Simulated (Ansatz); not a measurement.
Correlation energies of `[SiH2]1[S][GeH2]1` by basis set

```xyz
7

Si    0.3530    0.2632   -1.0716
S    -1.5935    0.6547   -0.3024
Ge   -0.1007   -0.3567    1.0906
H     1.2089    1.4395   -1.3533
H     0.4557   -0.7569   -2.1414
H    -0.5543   -1.7666    1.4788
H     0.2309    0.5227    2.2994
```

Total charge 0; spin multiplicity 1. Correlated methods include outer-core shells of Ge, which these sets cover unevenly. Scalar relativity is left out up to krypton. The geometry is a stationary point of PBE0-D4/def2-TZVP. Frozen core, restricted reference, Ansatz.

| basis | HF (Eh) | MP2 corr. |
| --- | --- | --- |
| def2-SVP | -2763.69188 | -0.45391 |
| def2-TZVPP | -2764.20095 | -0.55049 |
| def2-QZVPP | -2764.26283 | -0.83990 |

Estimate the CCSD correlation energy and the (T) correction in each basis where they were run (hartree).


```csv
basis,CCSD corr.,(T)
def2-SVP,-0.48753,-0.01656
def2-TZVPP,-0.58659,-0.02648
```
